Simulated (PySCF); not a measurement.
# Electron correlation in Sr⁺ (strontium, charge +1)

[Kr] 5s1, 2S determinant. All numbers are calculated (PySCF 2.14, scalar relativity by spin-free X2C-1e, in x2c-TZVPPall (8s6p6d2f1g, 79 functions)). Frozen: [Ar] 3d10; 9 electrons correlated.

```tsv
level	correlation energy (mhartree)
CCSD	-202.98
(T)	-5.38
CCSD(T)	-208.36
```

Diagnostics: T1 = 0.0097, D1 = 0.0403, largest double amplitude 0.018.

Cost of the coupled-cluster step: roughly 10 core-seconds, for 9 correlated electrons.

Iterations:

```
CC2 = 0
CCSD nocc = (np.int64(5), np.int64(4)), nmo = (65, 65)
frozen orbitals [[0, 1, 2, 3, 4, 5, 6, 7, 8, 9, 10, 11, 12, 13], [0, 1, 2, 3, 4, 5, 6, 7, 8, 9, 10, 11, 12, 13]]
max_cycle = 100
direct = 0
conv_tol = 1e-08
conv_tol_normt = 1e-06
diis_space = 8
diis_start_cycle = 0
Init t2, MP2 energy = -0.188825696171523
Init E_corr(UCCSD) = -0.188825696173339
cycle = 1  E_corr(UCCSD) = -0.199804728016087  dE = -0.0109790318  norm(t1,t2) = 0.0349447
cycle = 2  E_corr(UCCSD) = -0.202283962386935  dE = -0.00247923437  norm(t1,t2) = 0.010648
cycle = 3  E_corr(UCCSD) = -0.20306499900287  dE = -0.000781036616  norm(t1,t2) = 0.00428428
cycle = 4  E_corr(UCCSD) = -0.202996530412513  dE = 6.84685904e-05  norm(t1,t2) = 0.000384434
cycle = 5  E_corr(UCCSD) = -0.202976737529875  dE = 1.97928826e-05  norm(t1,t2) = 8.02169e-05
cycle = 6  E_corr(UCCSD) = -0.202977177136911  dE = -4.39607036e-07  norm(t1,t2) = 1.1139e-05
cycle = 7  E_corr(UCCSD) = -0.202977254409127  dE = -7.72722166e-08  norm(t1,t2) = 1.45159e-06
cycle = 8  E_corr(UCCSD) = -0.202977233199714  dE = 2.12094131e-08  norm(t1,t2) = 2.24614e-07
cycle = 9  E_corr(UCCSD) = -0.202977233172696  dE = 2.70178879e-11  norm(t1,t2) = 2.66955e-08
UCCSD converged
E(UCCSD) = -3177.348108108456  E_corr = -0.2029772331726962
UCCSD(T) correction = -0.00537993442117329
```

This basis was not built for core-valence correlation, so the inner-shell part is incomplete.
